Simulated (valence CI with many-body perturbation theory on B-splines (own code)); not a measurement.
The numbers below are computed, except where a source is named.
A CI+MBPT run for Ge XXVII

Level of theory: configuration interaction combined with many-body perturbation theory (CI+MBPT): four valence electrons over a frozen Dirac-Fock core [He], radial functions for each j: 11 s, 11 p, 9 d, 7 f, 5 g, 2 h, 1 i, with the one-electron correlation potential Σ1 (screened to all orders), the two-electron term Σ2, the three-electron term Σ3, Breit, model QED; selected single and double excitations, second order for the rest (own B-spline code, finite nucleus).

Command, and the settings that its task file holds:

```sh
python run_cv.py task.json out
```

```
atom Ge  Z=32  mass_number=74  rms_radius_fm=4.0742
core [He]
valence 2s2 2p2
avg = 1
basis = L
breit = 1
cap = 40000
capref = 1200
cscale = 1
de = 0.0
dress = 1
eps = 2e-08
h = 0.27
hh = 1
l2 = 3
lcore = 6
maxit = 60
n2 = 5
natural = 1
nlev = 60
nno = [7, 7, 6, 5, 4, 2, 1]
nroot = 26
nsp = [4, 4, 3, 2, 1, 0, 0]
pt2 = 1
qed = 1
rpa = 1
s1 = 1
s2 = 1
s3 = 1
screen = 1
tol = 2e-05
```

It took 7.4 min on 1 thread of Intel(R) Xeon(R) Platinum 8259CL CPU @ 2.50GHz (Skylake/Cascade Lake), with other jobs on the host.

Log. The first blocks belong to the next ion, which gives the ionisation energy. Fields: 2J, parity (1 odd), roots, reference size, generating configurations, candidates as configurations/state functions, variational space P, stored matrix elements, Davidson steps; e2 is the range of second-order energies in hartree. The first line gives the box (bohr), its intervals, the orbitals and the steps of their self-consistent field. Window is the range of levels sought, series limit the energy at which the first omitted orbital would enter, core excitation an estimate of the first excitation out of the core, left out the lowest levels not solved, and shifts from estimates the range by which levels moved from their first estimate, all in cm⁻¹.

```
rmax 3.1 intervals 58 orbitals 81 references ['2s2 2p2', '2s 2p3', '2p4'] scf 3 t 1.3
2J=1 par=1 roots 2 ref 40 generators 2 cand 2895/4152 P 1806/2750 nnz 1.6e+06 it 5
2J=1 par=1 roots 2 ref 40 generators 4 cand 2714/3578 P 2107/3208 nnz 2e+06 it 5
   second order: generators 9 cand 5720/8436 e2 -0.00002 -0.00001
reference levels 672, estimated 473, window 13529702 1/cm; series limit 18748102, core excitation 81158485
2J=0 par=0 roots 12 ref 38 generators 17 cand 21112/34998 P 5430/7999 nnz 3.8e+06 it 5
2J=0 par=0 roots 12 ref 38 generators 22 cand 21571/35987 P 13790/22887 nnz 2.4e+07 it 7
   second order: generators 49 cand 42175/73971 e2 -0.00005 -0.00000
2J=2 par=0 roots 20 ref 83 generators 20 cand 26288/95806 P 2598/7999 nnz 5.1e+06 it 5
2J=2 par=0 roots 20 ref 83 generators 23 cand 30447/118165 P 11164/39999 nnz 7.9e+07 it 10
   second order: generators 50 cand 53542/217465 e2 -0.00051 -0.00011
2J=4 par=0 roots 21 ref 93 generators 21 cand 29112/135430 P 2399/7998 nnz 5.7e+06 it 6
2J=4 par=0 roots 21 ref 93 generators 25 cand 33820/161253 P 9668/39997 nnz 8.5e+07 it 9
   second order: generators 57 cand 64174/356210 e2 -0.00149 -0.00026
2J=4 par=1 roots 20 ref 100 generators 22 cand 29044/135247 P 2263/7999 nnz 6.1e+06 it 6
2J=4 par=1 roots 20 ref 100 generators 24 cand 29728/139199 P 9272/39998 nnz 8.7e+07 it 9
   second order: generators 61 cand 66147/365394 e2 -0.00116 -0.00025
2J=2 par=1 roots 20 ref 94 generators 23 cand 26448/95975 P 2789/7998 nnz 5.3e+06 it 5
2J=2 par=1 roots 20 ref 94 generators 27 cand 29263/112697 P 11603/39999 nnz 8e+07 it 10
   second order: generators 60 cand 55026/226773 e2 -0.00058 -0.00009
2J=6 par=1 roots 11 ref 70 generators 15 cand 28258/144283 P 2354/7999 nnz 6.2e+06 it 6
2J=6 par=1 roots 11 ref 70 generators 16 cand 27510/153953 P 8703/40000 nnz 9.7e+07 it 9
   second order: generators 46 cand 62560/427547 e2 -0.00066 -0.00023
2J=0 par=1 roots 8 ref 37 generators 13 cand 19865/32886 P 5125/8000 nnz 4e+06 it 5
2J=0 par=1 roots 8 ref 37 generators 14 cand 16185/26808 P 11724/19159 nnz 1.9e+07 it 9
   second order: generators 32 cand 35013/63068 e2 -0.00005 -0.00001
2J=6 par=0 roots 11 ref 63 generators 12 cand 28144/144185 P 2115/7998 nnz 6.1e+06 it 5
2J=6 par=0 roots 11 ref 63 generators 14 cand 30304/161035 P 8200/39996 nnz 9.9e+07 it 9
   second order: generators 37 cand 57782/373957 e2 -0.00092 -0.00032
2J=8 par=1 roots 4 ref 36 generators 6 cand 16398/86611 P 2169/7999 nnz 6.8e+06 it 4
2J=8 par=1 roots 4 ref 36 generators 8 cand 21374/136208 P 7586/37138 nnz 1.1e+08 it 5
   second order: generators 20 cand 36933/244739 e2 -0.00012 -0.00006
2J=8 par=0 roots 5 ref 31 generators 5 cand 17454/103600 P 2082/7993 nnz 7.2e+06 it 5
2J=8 par=0 roots 5 ref 31 generators 6 cand 19222/116740 P 7269/38664 nnz 1.2e+08 it 10
   second order: generators 22 cand 43177/303761 e2 -0.00013 -0.00005
2J=10 par=0 roots 2 ref 11 generators 2 cand 9218/49244 P 1960/8000 nnz 9.9e+06 it 4
2J=10 par=0 roots 2 ref 11 generators 3 cand 10932/69871 P 4260/20954 nnz 5.6e+07 it 4
   second order: generators 7 cand 20349/137931 e2 -0.00007 -0.00006
left out: unestimated 17974567, estimated 14237949, shifts from estimates -1422 to 1960
operators 0.4
```

The Davidson iterations converged.

No measured spectrum was set against this ion. As an estimate, large intervals hold to a few tenths of a per cent, small ones and those within an open d or f shell to about a per cent. Among the levels kept, up to 270 cm⁻¹ of a level comes from second order outside the variational space, and about a tenth of that is noise between levels of different J, which matters for small intervals.

```
Valence energy                            : -437.0718 hartree
Ionisation energy                         : 2741.4 eV (NIST: 2737.1 ± 2.3 eV (semi-empirical))
Reference configurations for the orbitals : 2s2 2p2, 2s 2p3, 2p4
Radial orbitals                           : 81
Box radius                                : 3.122 bohr
Largest variational space                 : 40000
Lowest levels                             : 2s2 2p2 3P_0 0, 2s2 2p2 3P_1 219810, 2s2 2p2 3P_2 287870, 2s2 2p2 1D_2 562410, 2s2 2p2 1S_0 728640, 2s 2p3 5S°_2 840320, 2s 2p3 3D°_1 1175500, 2s 2p3 3D°_2 1212300, 2s 2p3 3D°_3 1294500, 2s 2p3 3P°_0 1440900, 2s 2p3 3P°_1 1468900, 2s 2p3 3P°_2 1515900, 2s 2p3 3S°_1 1634500, 2s 2p3 1D°_2 1767400 cm⁻¹
```

Names give the largest LS component (configuration and term), which can be under half, so a name can repeat, a term be missing and a line seem to break the LS rules; names also repeat where a configuration has a term twice.
